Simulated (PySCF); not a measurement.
PySCF job for ClH3OSn, SMILES [Cl][SnH2][OH], TDA-CAM-B3LYP/def2-SVPD. Geometry optimised at B3LYP-D3(BJ)/def2-SVP. The def2 effective core potentials stand for the cores of Sn; spin–orbit coupling is left out. One conformer was computed; it need not be the lowest.

```python
import numpy as np
from pyscf import gto, scf, dft, tdscf

mol = gto.M(
    atom='''
    Sn   -0.05513953   -0.48216244    0.02621375
    O     1.86653954   -0.46182973   -0.47812571
    Cl   -0.79292472    1.77081089    0.12245587
    H    -0.82436891   -1.26558683   -1.27949306
    H    -0.27367483   -1.12431873    1.60190416
    H     2.40242404    0.08887990    0.11015696
    ''',
    basis='def2-SVPD',
    ecp={'Sn': 'def2-svp'},
    charge=0,
    spin=0,
    max_memory=1600,
    verbose=4,
)
mf = dft.RKS(mol, xc='cam-b3lyp').density_fit(auxbasis='def2-universal-jkfit')
mf.grids.level = 3
mf.conv_tol = 1e-9
mf.max_cycle = 100
mf.kernel()
mf.grids = dft.Grids(mol).set(level=1).build(with_non0tab=True)  # coarser grid for the response kernel
td = tdscf.TDA(mf)
td.singlet = True
td.nstates = 10
td.conv_tol = 1e-4
td.kernel(x0=td.get_init_guess(mf, 15))
td.analyze()
tt = tdscf.TDA(mf)
tt.singlet = False
tt.nstates = 4
tt.conv_tol = 1e-4
tt.kernel(x0=tt.get_init_guess(mf, 9))
tt.analyze(verbose=3)
```

Program output:

```
PySCF version 2.14.0

[INPUT] verbose = 4
[INPUT] num. atoms = 6
[INPUT] num. electrons = 50
[INPUT] charge = 0
[INPUT] spin (= nelec alpha-beta = 2S) = 0
[INPUT] symmetry False subgroup None
[INPUT] Mole.unit = angstrom
[INPUT] Symbol           X                Y                Z      unit          X                Y                Z       unit  Magmom
[INPUT]  1 Sn    -0.055139530000  -0.482162440000   0.026213750000 AA   -0.104198610337  -0.911154959152   0.049536808198 Bohr   0.0
[INPUT]  2 O      1.866539540000  -0.461829730000  -0.478125710000 AA    3.527248531272  -0.872731705882  -0.903526645013 Bohr   0.0
[INPUT]  3 Cl    -0.792924720000   1.770810890000   0.122455870000 AA   -1.498410558197   3.346347600497   0.231408056645 Bohr   0.0
[INPUT]  4 H     -0.824368910000  -1.265586830000  -1.279493060000 AA   -1.557831465506  -2.391612495556  -2.417891461682 Bohr   0.0
[INPUT]  5 H     -0.273674830000  -1.124318730000   1.601904160000 AA   -0.517170475887  -2.124654476419   3.027160140201 Bohr   0.0
[INPUT]  6 H      2.402424040000   0.088879900000   0.110156960000 AA    4.539923470671   0.167958668979   0.208166485115 Bohr   0.0

nuclear repulsion = 184.537818632036
number of shells = 44
number of NR pGTOs = 175
number of NR cGTOs = 106
basis = def2-SVPD
ecp = {'Sn': 'def2-svp'}


[settings echo left out]
init E= -727.884042682837
  HOMO = -0.734519122475151  LUMO = -0.605802867078224  gap/eV = 3.50255
cycle= 1 E= -750.17461442596  delta_E= -22.3  |g|= 2.37  |ddm|= 8.46
  HOMO = -0.139979844564163  LUMO = 0.0226335635467336  gap/eV = 4.42494
cycle= 2 E= -750.514317176826  delta_E= -0.34  |g|= 2.13  |ddm|= 7.46
  HOMO = -0.362597753814531  LUMO = -0.0151728116235653  gap/eV = 9.45391
cycle= 3 E= -751.329720904424  delta_E= -0.815  |g|= 0.285  |ddm|= 2.45
  HOMO = -0.340063671453594  LUMO = -0.0161241767356301  gap/eV = 8.81484
cycle= 4 E= -751.330273181698  delta_E= -0.000552  |g|= 0.283  |ddm|= 0.501
  HOMO = -0.376222568276557  LUMO = -0.0149024987190694  gap/eV = 9.83202
cycle= 5 E= -751.345426113903  delta_E= -0.0152  |g|= 0.0134  |ddm|= 0.232
  HOMO = -0.374149724735167  LUMO = -0.0137319475935003  gap/eV = 9.80747
cycle= 6 E= -751.345470166858  delta_E= -4.41e-05  |g|= 0.0047  |ddm|= 0.0276
  HOMO = -0.37477526282504  LUMO = -0.0137030539445916  gap/eV = 9.82528
cycle= 7 E= -751.345477865493  delta_E= -7.7e-06  |g|= 0.001  |ddm|= 0.00977
  HOMO = -0.374620741723595  LUMO = -0.0136919071163394  gap/eV = 9.82137
cycle= 8 E= -751.34547827736  delta_E= -4.12e-07  |g|= 0.000228  |ddm|= 0.00195
  HOMO = -0.374644559333085  LUMO = -0.0137262150075283  gap/eV = 9.82109
cycle= 9 E= -751.345478304031  delta_E= -2.67e-08  |g|= 5.24e-05  |ddm|= 0.000595
  HOMO = -0.374638780490047  LUMO = -0.0137222744717363  gap/eV = 9.82104
cycle= 10 E= -751.345478306009  delta_E= -1.98e-09  |g|= 9.23e-06  |ddm|= 0.000161
  HOMO = -0.374639510172911  LUMO = -0.0137227189117192  gap/eV = 9.82105
cycle= 11 E= -751.345478306086  delta_E= -7.69e-11  |g|= 3.01e-06  |ddm|= 3.16e-05
  HOMO = -0.374639479347189  LUMO = -0.0137226900441995  gap/eV = 9.82105
Extra cycle  E= -751.345478306087  delta_E= -1.14e-12  |g|= 1.76e-06  |ddm|= 8.26e-06
converged SCF energy = -751.345478306087
tot grids = 26944


******** <class 'pyscf.tdscf.rks.TDA'> for <class 'pyscf.df.df_jk.DFRKS'> ********
nstates = 10 singlet
deg_eia_thresh = 1.000e-03
wfnsym = None
conv_tol = 0.0001
eigh lindep = 1e-12
eigh level_shift = 0
eigh max_cycle = 100


Excitation energies (eV)
[6.34813643 6.39933089 6.54112484 7.12704033 7.30405448 7.59501132
 7.69620259 7.90165946 8.0350347  8.14953359]

** Singlet excitation energies and oscillator strengths **
Excited State   1:      6.34814 eV    195.31 nm  f=0.0472
      23 -> 27       -0.12758
      25 -> 26       -0.65606
      25 -> 28       -0.11716
Excited State   2:      6.39933 eV    193.75 nm  f=0.0180
      22 -> 26       -0.10745
      23 -> 26       -0.23193
      23 -> 27       -0.21960
      24 -> 26       -0.56246
      25 -> 27       -0.19661
Excited State   3:      6.54112 eV    189.55 nm  f=0.0479
      21 -> 26       -0.10552
      23 -> 26        0.54478
      23 -> 27        0.12436
      24 -> 26       -0.32259
      24 -> 27        0.12878
      25 -> 27        0.15722
Excited State   4:      7.12704 eV    173.96 nm  f=0.0034
      22 -> 26       -0.12881
      23 -> 26       -0.31582
      23 -> 27        0.17560
      24 -> 26       -0.10049
      24 -> 27        0.29000
      25 -> 27        0.45677
Excited State   5:      7.30405 eV    169.75 nm  f=0.0184
      22 -> 27        0.13523
      23 -> 27       -0.23106
      24 -> 27       -0.42129
      25 -> 27        0.42650
      25 -> 29       -0.11882
Excited State   6:      7.59501 eV    163.24 nm  f=0.0089
      22 -> 26        0.42191
      23 -> 27       -0.35359
      24 -> 27        0.36706
      25 -> 28        0.12103
Excited State   7:      7.69620 eV    161.10 nm  f=0.0343
      22 -> 26       -0.16853
      22 -> 27       -0.13203
      23 -> 27       -0.32925
      23 -> 28       -0.19558
      24 -> 28       -0.15918
      25 -> 26        0.12319
      25 -> 28       -0.46354
Excited State   8:      7.90166 eV    156.91 nm  f=0.0806
      20 -> 26        0.10026
      22 -> 26        0.21168
      22 -> 27        0.29976
      23 -> 27        0.14380
      23 -> 28        0.12720
      24 -> 28        0.25319
      25 -> 27       -0.10326
      25 -> 28       -0.43097
Excited State   9:      8.03503 eV    154.30 nm  f=0.1061
      22 -> 26        0.18723
      22 -> 27        0.22485
      23 -> 27        0.11645
      24 -> 28       -0.59664
Excited State  10:      8.14953 eV    152.14 nm  f=0.0246
      21 -> 26        0.13235
      22 -> 27       -0.30539
      23 -> 28        0.53396
      24 -> 28       -0.12205
      25 -> 28       -0.15728

** Transition electric dipole moments (AU) **
state          X           Y           Z        Dip. S.      Osc.
  1        -0.1493      0.1705     -0.5019      0.3033      0.0472
  2        -0.2641      0.2102      0.0256      0.1146      0.0180
  3        -0.2907     -0.4320      0.1669      0.2989      0.0479
  4        -0.0000      0.0939     -0.1028      0.0194      0.0034
  5        -0.2946      0.1251     -0.0186      0.1028      0.0184
  6         0.0749      0.2050     -0.0030      0.0476      0.0089
  7         0.3490     -0.2239      0.1004      0.1820      0.0343
  8        -0.3870      0.3206      0.4047      0.4163      0.0806
  9        -0.5989      0.3557      0.2321      0.5391      0.1061
 10         0.1948     -0.2660     -0.1196      0.1230      0.0246

WARN: ECP detected. Skipping calculation of transition velocity and magnetic dipole moments, which have not yet been implemented.



******** <class 'pyscf.tdscf.rks.TDA'> for <class 'pyscf.df.df_jk.DFRKS'> ********
nstates = 4 triplet
deg_eia_thresh = 1.000e-03
wfnsym = None
conv_tol = 0.0001
eigh lindep = 1e-12
eigh level_shift = 0
eigh max_cycle = 100


Excitation energies (eV)
[5.63182254 5.82545245 5.95468987 6.50947204]

** Triplet excitation energies and oscillator strengths **
Excited State   1:      5.63182 eV    220.15 nm  f=0.0000
Excited State   2:      5.82545 eV    212.83 nm  f=0.0000
Excited State   3:      5.95469 eV    208.21 nm  f=0.0000
Excited State   4:      6.50947 eV    190.47 nm  f=0.0000
```

The calculation finished and met its thresholds.

Cost: very roughly 90 core-seconds.
